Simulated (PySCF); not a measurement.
An unknown is described by computed data only.

Elements present: C, Cl, H and P. Monoisotopic mass: 165.9058 u.

| Item | Value |
| --- | --- |
| UV, first state | lowest singlet excitation: 3.64 eV (341 nm, f = 0.008) [TDDFT CAM-B3LYP/def2-SVPD] |
| Dipole | 1.54 D [CAM-B3LYP/def2-SVPD] |
| Polarisability | 122.9 au [CAM-B3LYP/def2-SVPD] |
| UV, strongest line | among the 8 lowest singlet transitions: S8 at 4.95 eV (251 nm, f = 0.282) [TDDFT CAM-B3LYP/def2-SVPD] |
| 13C NMR | chemical shifts (computed TMS as zero) by class: 219.5 (1 C), 190.7 (2 C) ppm [GIAO PBE0/pcSseg-1] |
| Rotational structure | rotational constants A, B, C: 2.321, 0.982, 0.690 GHz [GFN2-xTB] |
| NMR, other nuclei | isotropic shieldings of nuclei other than C and H, by class: 51 (2 P), 66 (1 P), 582 (1 Cl) ppm [GIAO PBE0/pcSseg-1] |
| Triplet | lowest triplet excitation (Tamm–Dancoff): 2.51 eV [TDA CAM-B3LYP/def2-SVPD] |

Electronic properties: PySCF, gas phase, density fitting. Levels stand in brackets. Isolated species at its GFN2-xTB geometry, gas phase. NMR classes are plain means over equivalent atoms (diastereotopic ones count apart unless rotation or inversion swaps them), as if these changed places fast.

Question: Which formula fits the mass and the elements?

Answer: C3H2ClP3 (calculated 165.9058). No other formula that holds each of these elements comes within 0.0003 u with a fitting electron parity and a possible valence count.

Question: Give a SMILES that accounts for the data.

Answer: Numbering: `[Cl:1][c:2]1[p:3][cH:4][p:5][cH:6][p:7]1`. 3 carbons fall into 2 classes; from least to most shielded: aromatic C–Cl carbon [C2] (219.5 ppm), aromatic CH carbon [C4/C6] (190.7 ppm, 2 C). The other shieldings belong to: 51 ppm, phosphorus bonded to 2 C [P3/P7]; 66 ppm, phosphorus bonded to 2 C [P5]; 582 ppm, aryl chlorine [Cl1]. The optimised geometry has point group C2v and is an asymmetric top. Structure: `Clc1pcpcp1`. The assignments are read from this structure; whether some other isomer fits the data as well wasn't checked.
